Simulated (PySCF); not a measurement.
# Exercise with solution: refractive index and permittivity of the vapour

B(F)(Et)(vinyl) (C₄H₈BF), SMILES C=CB(F)CC.

Coordinates come from a PBE0-D3(BJ)/def2-SVP optimisation. One conformer was computed; it need not be the lowest.

PBE/def2-TZVP (PySCF) gives a mean static polarisability of 63.8 bohr³ and a dipole moment of 1.58 D. Take an ideal gas at 298.15 K and 0.01 bar, whether or not the substance is that volatile.

Task: Work out n − 1 in the optical limit and the static ε − 1.

Result: 
Polarisability volume α' = 63.8 × 0.148185 = 9.45 Å³. Number density N = p/kT = 2.43e-7 Å⁻³.
Dilute limit of Lorentz–Lorenz: n − 1 = 2π N α' = 1.4e-5.
Orientation term of Debye: μ²/(3kT) = 8.098 Å³ × μ²(D²) = 20.22 Å³.
ε − 1 = 4π N (α' + μ²/3kT) = 9.1e-5. Orientation of the dipole supplies 68 % of the static response; it can't follow optical fields. Vibrational polarisation and dispersion are left out.
